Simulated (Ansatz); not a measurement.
Cost and result up the ladder for the cluster Ge6Te6 (12 atoms). Charge 0, multiplicity 1. Geometry: PBE-D4/def2-SVP.

```tsv
atom	x (Å)	y (Å)	z (Å)
Ge1	0.619	1.290	-1.518
Ge2	-2.751	-0.762	0.824
Ge3	2.323	-2.321	0.226
Ge4	-1.436	2.563	1.012
Ge5	0.395	-3.218	-1.351
Ge6	1.545	-0.738	2.279
Te7	-2.016	0.921	-1.259
Te8	1.369	1.625	1.033
Te9	1.859	-1.014	-2.110
Te10	-0.429	-2.362	1.159
Te11	1.076	3.072	-3.110
Te12	-2.553	0.944	2.816
```

Ansatz on 2 threads of AMD EPYC 7R13 on a shared host and a share (18 GiB) of an NVIDIA H100 80GB HBM3. Times are rough, and most runs start from the orbitals of an earlier one. No level here is sound enough to serve as a yardstick. Binding counts from free atoms at the same level (Ge triplet, Te triplet; other spins of the atoms weren't run), without zero-point energy or a counterpoise term.

In the def2 sets Te takes a core potential; there is no spin–orbit coupling. Correlated methods freeze 78 core orbitals; core or outer-core shells of Ge, Te are correlated, in sets that lack core-valence functions. The rows differ in basis, and correlated rows in double-zeta sets carry the largest basis error. Single mean-field runs in def2-TZVP are fitted with def2-universal-jkfit. Another isomer (singlet) lies 0.93 eV lower at PBE0-D4/def2-TZVP; other spin states weren't run for this one.

Run but left out: HF/STO-3G, PBE-QIDH/def2-TZVP (restricted singlet, unstable in another Hartree–Fock run and untested here).

Correlated methods converge slowly with the basis, most of all in double-zeta sets.

```csv
level,functions,wall time,binding energy per atom (eV),remarks
PBE-D4/def2-SVP,348,3.2 s,3.00,–
PBE-D4/def2-TZVP (with forces),588,5.5 s,3.01,restricted SCF unstable in HF
PBE0-D4/def2-TZVP,588,6 s,2.83,restricted SCF unstable in HF
r2SCAN-D4/def2-TZVP,588,6 s,2.81,restricted SCF unstable in HF
PBE0-D4/def2-SVP,348,6 s,2.81,restricted SCF unstable in HF
MP2/def2-SVP,348,6 s,2.49,restricted SCF unstable
RPA@PBE/def2-SVP,348,7.5 s,2.09,–
```
